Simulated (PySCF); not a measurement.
Excited states of Zr²⁸⁺ (zirconium, charge +28)

Ground state [Ne] 3s2, ¹S. All numbers are calculated (PySCF 2.14, the spin-free X2C one-electron Hamiltonian (Gaussian nucleus), in an even-tempered Gaussian basis (20 s from 0.624 bohr⁻², ratio 2.5; 13 p from 0.8 bohr⁻², ratio 2.5; 8 d from 0.965 bohr⁻², ratio 2.7; 4 f from 29 bohr⁻², ratio 2.7)). Vertical excitation energies in eV without spin-orbit coupling; excited terms of each kind are numbered among those the solver found. Frozen: 1s2.

| term | leading excitation | EOM-EE-CCSD |
| --- | --- | --- |
| 1 3P° | 3s → p | 70.410 |
| 1 1P° | 3s → p | 94.111 |
| 1 3D | 3s → d | 178.66 |
| 1 1D | 3s → d | 198.15 |
| 1 3S | 3s → s | 708.43 |
| 2 3P° | 3s → p | 742.92 |
| 2 1P° | 3s → p | 743.38 |
| 2 3D | 3s → d | 781.92 |
| 2 1D | 3s → d | 782.91 |

The spin-orbit splitting of the hole, absent here, rivals or exceeds the spacing of these terms, so the LS terms are model states.

Doubly excited terms such as np² are absent. The solver can miss terms. The 22 highest virtual orbitals were dropped.
